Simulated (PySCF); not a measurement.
Structure from 2D NMR

Compound of formula C9H10O2. Correlations simulated from computed shifts and couplings:

HSQC (one-bond C–H):
```csv
δH,δC,"$^{1}J$(C,H) (Hz)"
6.55,138.9,175
6.15,138.7,184
5.94,119.9,176
5.66,130.4,167
5.66,130.4,168
5.26,143.0,166
4.86,57.4,137
2.07,22.4,137
```

COSY cross peaks (|J| ≥ 2 Hz):
```csv
δH,δH,abs. J (Hz),bonds
6.55,6.15,6.8,3
6.55,5.94,2.9,3
6.55,4.86,2.2,4
6.15,4.86,2.3,3
5.66,5.66,2.6,2
5.66,5.26,11.2,3
5.66,5.26,18.2,3
5.26,4.86,11.3,3
```

HMBC (two and three bonds, |J| ≥ 2.5 Hz):
```csv
δH,δC [abs. J in Hz]
6.55,"168.2 [11.5], 119.9 [7.2], 57.4 [8.3]"
6.15,"168.2 [7.2], 138.9 [3.5], 119.9 [9.6], 57.4 [8.6]"
5.94,"138.9 [5.5], 138.7 [9.6], 57.4 [6.6]"
5.66,57.4 [12.0]
5.66,57.4 [7.4]
5.26,"138.7 [2.9], 57.4 [5.3]"
4.86,"168.2 [7.8], 143.0 [9.4], 138.9 [4.6], 138.7 [5.6], 130.4 [7.7]"
2.07,172.1 [6.5]
```

Carbons without hydrogens: δ 172.1, 168.2.

[PySCF: NMR shieldings at PBE0/pcSseg-1/GIAO; geometry from PBE0-D3(BJ)/def2-SVP; couplings computed with B3LYP/pcJ-1 (without the spin–dipole term); one averaged value for each set of equivalent atoms; isolated molecule; non-relativistic; single conformer]

Scale: TMS for $^{1}$H (σ = 31.27 ppm), $^{13}$C (σ = 184.41 ppm) (reference shieldings calculated alike).

Exchangeable hydrogens are left out of these lists, and C,H couplings along chains are those of one rotamer, so weak HMBC peaks may be missing or extra.

Work out the connectivity.

## Answers

SMILES C=C[C@@H]1C=CC=C1OC(C)=O.

Atom-mapped SMILES (the numbers label the heavy atoms): `[CH2:1]=[CH:2][C@@H:3]1[CH:4]=[CH:5][CH:6]=[C:7]1[O:8][C:9]([CH3:10])=[O:11]`; H(Xn) means a hydrogen on atom n. Ha(C1) is cis to C3; Hb(C1) is trans to C3.

1. δC 172.1 is C9, an ester carbonyl carbon.
2. δC 168.2 is C7, an alkene carbon bearing oxygen.
3. δC 143.0 is C2, an alkene CH (δH 5.26).
4. δC 138.9 is C5, an alkene CH (δH 6.55).
5. δC 138.7 is C4, an alkene CH (δH 6.15).
6. δC 130.4 is C1, a terminal =CH2 carbon (δH 5.66).
7. δC 119.9 is C6, a β carbon of an enol-ether or enamine type C=C (δH 5.94).
8. δC 57.4 is C3, an allylic sp3 CH (δH 4.86).
9. δC 22.4 is C10, a methyl carbon α to a carbonyl (δH 2.07).
10. HMBC from δH 6.55 reaches the proton-free carbon C7.
11. HMBC from δH 6.15 reaches the proton-free carbon C7.
12. HMBC from δH 4.86 reaches the proton-free carbon C7.
13. HMBC from δH 2.07 reaches the proton-free carbon C9.
14. COSY links 6.55–6.15, 6.55–5.94, 6.55–4.86, 6.15–4.86, 5.66–5.66, 5.66–5.26.

This is the structure that produced the data. Such data don't tell enantiomers apart.

Unscaled 3J(H,H) at this level run about 10 % above measured values. Shifts are as computed. Against solution values, carbons near 30 ppm lie about +2 ppm off and those near 130 ppm about +5 ppm (rms about the fit 1.9 ppm; single classes can miss by 10 ppm). Of 1328 compounds with measured shifts, 309 miss one by over three times the rms of a fit or turn the order of signals round; such compounds aren't used in these exercises. Signals without a measured value on file couldn't be tested in this way; 1H shifts scatter by 0.2 ppm about their fit, and single ones miss by 0.5 ppm. Couplings across =CH–CH2 type bonds come from one rotamer and its mirror image, and can be 1–2 Hz further off. Only one conformer was computed, so three-bond couplings in flexible chains and rings are approximate.
